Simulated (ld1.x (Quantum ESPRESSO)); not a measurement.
copper (Cu): excitation energies, all-electron against PAW

ld1.x (Quantum ESPRESSO) 7.5 input, shortened:

```
&input
   title='Cu', zed=29., rel=2, dft='PZ', iswitch=3,
   config='[Ar] 3d10 4s1 4p0', rel_dist='average'
 /
 &inputp
   pseudotype=3, lpaw=.true., tm=.true., lloc=-1, rcloc=1.15,
   nlcc=.true., new_core_ps=.true., rcore=0.85,
   which_augfun='PSQ', rmatch_augfun_nc=.true.
 /
6
4S  1  0   1.00   0.00  2.05  2.25  0.0
4S  1  0   0.00   4.60  2.05  2.25  0.0
3P  2  1   6.00   0.00  1.20  1.30  0.0
4P  3  1   0.00   0.00  1.20  1.30  0.0
3D  3  2  10.00   0.00  1.25  1.50  0.0
3D  3  2   0.00   0.30  1.25  1.50  0.0
 &test
   configts(1)='3p6 3d10 4s1 4p0'
 /
```

Open shells are filled in proportion to 2j + 1 (rel_dist='average').

Energies are relative to the spin-unpolarised reference configuration 3p6 3d10 4s1 4p0; without spin polarisation the order of configurations can differ from experiment.

Q: Give the all-electron excitation energy and the error of the potential for: 3p6 3d10 4s0 4p0; 3p6 3d9 4s0 4p0; 3p6 3d8 4s0 4p0; 3p6 3d9 4s2 4p0; 3p6 3d9 4s1 4p0; 3p6 3d9 4s1 4p1; 3p5 3d10 4s1 4p0.

A:

| valence configuration | charge | ΔE all-electron (eV) | error AE − PS (meV) |
| --- | --- | --- | --- |
| 3p6 3d10 4s0 4p0 | +1 | 8.435 | -1.6 |
| 3p6 3d9 4s0 4p0 | +2 | 30.123 | -4.6 |
| 3p6 3d8 4s0 4p0 | +3 | 69.486 | -66 |
| 3p6 3d9 4s2 4p0 | 0 | 2.004 | -11 |
| 3p6 3d9 4s1 4p0 | +1 | 11.903 | -5.4 |
| 3p6 3d9 4s1 4p1 | 0 | 6.935 | -6.5 |
| 3p5 3d10 4s1 4p0 | +1 | 79.491 | -12 |

Levels in the configuration 3p6 3d9 4s1 4p1:

| level | all-electron (eV) | pseudo (eV) |
| --- | --- | --- |
| 3p j=1/2 | -81.002 | -81.022 |
| 3p j=3/2 | -78.380 | -78.399 |
| 3d j=3/2 | -12.008 | -12.024 |
| 3d j=5/2 | -11.711 | -11.727 |
| 4s j=1/2 | -7.376 | -7.372 |
| 4p j=1/2 | -2.312 | -2.311 |
| 4p j=3/2 | -2.237 | -2.236 |

The ghost test of this file was not conclusive.
